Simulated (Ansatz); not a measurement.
```xyz
12

C     1.4091   -0.0500    0.0000
C     0.6613    1.2453    0.0000
C    -0.6613    1.2453    0.0000
C    -1.4091   -0.0500    0.0000
C    -0.7479   -1.1953    0.0000
C     0.7479   -1.1953    0.0000
H     2.4941   -0.0500    0.0000
H     1.2038    2.1850    0.0000
H    -1.2038    2.1850    0.0000
H    -2.4941   -0.0500    0.0000
H    -1.2904   -2.1350    0.0000
H     1.2904   -2.1350    0.0000
```

Basis set: def2-TZVP (spherical functions). Charge 0, multiplicity 1.

Computed with Ansatz (development build ahead of 0.2.0); each method stands on the lowest determinant of its kind that the runs found. Restricted functionals stand beside restricted open-shell atoms, which can lie above the unrestricted atoms usual in DFT and then raise those values.

Problem. Give the atomization energy at this shape (free ground-state atoms in the same class of orbitals less the molecule, no zero-point energy) of singlet C₆H₆ by ωB97X (restricted), PBE0 (restricted), PBE0 (unrestricted), UHF, RHF.

Solution.

| method | atomization energy |
| --- | --- |
| ωB97X (restricted) | 59.08 eV |
| PBE0 (restricted) | 59.75 eV |
| PBE0 (unrestricted) | 59.44 eV |
| UHF | 43.87 eV |
| RHF | 44.65 eV |

Caution: the shape is not the minimum. Caution for UHF: the unrestricted determinant is spin contaminated.
